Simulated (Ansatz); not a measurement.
## Energy profile

The step: BH₃O₂ ([OH][BH][OH]) + H₂S → BH₃SO₂ ([OH][B]([OH])[SH]) + H₂; bonds formed: B1–S6, H2–H5; bonds broken: B1–H2, H5–S6 (atoms numbered as in the saddle structure below).

```
9
angstrom
B 0.3510 -0.1429 -0.1605
H 1.1648 0.7105 0.5102
O 0.2769 0.3651 -1.4345
O 0.6637 -1.4665 0.0690
H 0.2409 0.8227 0.9104
S -1.3893 0.4190 1.0390
H -0.0223 -0.3057 -2.0537
H 0.4177 -1.8141 0.9267
H -1.7035 1.4117 0.1933
```

Electronic energies by CCSD(T) at an estimated basis limit (MP2 extrapolated from triple and quadruple zeta, plus CCSD(T) − MP2 in triple zeta), on PBE0-D4/def2-TZVP structures; BH5SO2, singlet; no counterpoise correction. Computed with Ansatz 0.2.0 (basis: def2-TZVPP and def2-QZVPP); correlated methods freeze the cores. Extrapolation: Hartree–Fock as exp(−7.88 √X), correlation as X^−2.97.

Problem. Give the profile in kcal/mol, counted from the separated reactants. (An estimate is asked for; the value comes from the calculation.)

Solution. By the calculation:
```
                                                                                                      point  kcal/mol
     separated: BH3O2 (linked as [OH][BH][OH]; B1, H2, O3, O4, H7, H8; singlet) + H2S (H5, S6, H9; singlet)      0.00
                                                                                            start structure     -2.41
                                                                                                     saddle     41.04
                                                                                              end structure     -8.74
separated: BH3SO2 (linked as [OH][B]([OH])[SH]; B1, O3, O4, S6, H7, H8, H9; singlet) + H2 (H2, H5; singlet)     -8.22
```

No T1 diagnostic of these runs exceeds 0.013.

For scale, one of the runs: CCSD(T)/def2-TZVPP, 205 basis functions, launched by `ansatz run in.yaml --threads 4 --pin off --events-out ev --progress --plain --max-ram 9574MiB`. Time: 78 s of wall clock on 4 CPU threads of an AMD EPYC 7R43; the host was shared. Peak host memory: 2.7 GiB.
